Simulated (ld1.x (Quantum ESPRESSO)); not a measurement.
# Before and after: PAW potential for holmium (Ho)

```json
{
 "Element": "Ho (Z = 67)",
 "Generator": "ld1.x (Quantum ESPRESSO) 7.5",
 "Type": "PAW",
 "Functional": "LDA (PZ)",
 "Relativity": "scalar-relativistic",
 "Frozen core": "[Kr] 4d10 4f10",
 "Valence charge": "11",
 "Reference configuration": "5s2 5p6 5d1 6s1 6p0 (charge +1)",
 "Partial waves": "5s (bound): rcut 1.85, rcutus 2.20 bohr; 6s (bound): rcut 1.85, rcutus 2.20 bohr; 5p (bound): rcut 2.60, rcutus 3.05 bohr; 6p (bound, empty): rcut 2.60, rcutus 3.05 bohr; 5d (bound): rcut 1.85, rcutus 2.20 bohr; 5d channel at 4.5 Ry: rcut 1.85, rcutus 2.20 bohr",
 "Local potential": "all-electron potential smoothed inside 2.35 bohr (lloc = -1)",
 "Core correction": "Bessel-smoothed model core, default radius (core density twice the valence density)",
 "Augmentation charge": "BESSEL, radius 1.90 bohr"
}
```

All-electron outer shells of the reference configuration (LDA (PZ), scalar-relativistic, ld1.x):

```csv
shell,level (eV),outermost node (bohr),outermost maximum (bohr)
5s,-61.15,0.61,1.13
5p,-35.84,0.66,1.28
4f,-16.16,–,0.52
6s,-9.95,1.51,3.07
5d,-8.46,0.74,1.88
6p,-6.01,1.81,3.94
```

Change: waves 5d (bound): rcut 1.85, rcutus 2.58 bohr; 5d channel at 4.5 Ry: rcut 1.85, rcutus 2.58 bohr.

Cutoffs: the cutoffs (Ry, on a coarse ladder) from which the occupation-weighted sum of valence levels, in a spherical-Bessel basis at the reference potential, stays within 10 and 1 mRy of its value at 400 Ry; they do not see the model core or the augmentation charge, which bear on the density cutoff. Errors are all-electron minus pseudo energies relative to the spin-unpolarised reference configuration. Spin-polarised tests are left out, since the open f shell is frozen unpolarised in the core.

Task: How do hardness, ghosts and transferability respond?

Result: The potential gets softer (18 Ry and 21 Ry → 15 Ry and 21 Ry); of the 7 tests that both files solve, the error grows in 1 and shrinks in 3 by more than 15 % and 0.3 meV (median size 11.0 → 8.5 meV); the range in which the d phases agree narrows (upper end at the end of the scan → 1.0); neither file shows a bound ghost. A larger radius leaves more room for a smooth pseudo-wave, so fewer plane waves are needed.

| quantity | base | changed |
| --- | --- | --- |
| cutoff, loose | 18 Ry | 15 Ry |
| cutoff, tight | 21 Ry | 21 Ry |
| loose cutoff by channel (10 mRy a level) | s 15 Ry, p 8 Ry, d 15 Ry | s 15 Ry, p 8 Ry, d 12 Ry |
| bound ghosts | none | none |
| error for 5s2 5p6 5d1 6s2 6p0, meV [ΔE -7.15 eV] | +0.5 | +1.2 |
| error for 5s2 5p6 5d1 6s0 6p0, meV [ΔE 12.88 eV] | -11 | -8.5 |
| error for 5s2 5p6 5d0 6s0 6p0, meV [ΔE 33.05 eV] | -133 | -133 |
| error for 5s2 5p6 5d1 6s0 6p1, meV [ΔE 3.97 eV] | -1.0 | -0.3 |
| error for 5s2 5p5 5d1 6s2 6p0, meV [ΔE 27.35 eV] | -214 | -208 |
| error for 5s2 5p6 5d1 6s0 6p2, meV [ΔE -0.58 eV] | +0.9 | +1.1 |
| error for 5s2 5p6 5d2 6s1 6p0, meV [ΔE -4.87 eV] | -12 | -10 |
| s: phases at 3.28 bohr within 0.05 rad from the reference energy up to (Ry; the scan ends near 5) | 3.0 | 3.0 |
| p: phases at 3.28 bohr within 0.05 rad from the reference energy up to (Ry; the scan ends near 5) | 1.5 | 1.5 |
| d: phases at 3.28 bohr within 0.05 rad from the reference energy up to (Ry; the scan ends near 5) | to the end of the scan | 1.0 |
| lowest overlap eigenvalue by channel | s 0.00, p 0.70, d 0.85 | s 0.00, p 0.70, d 0.82 |
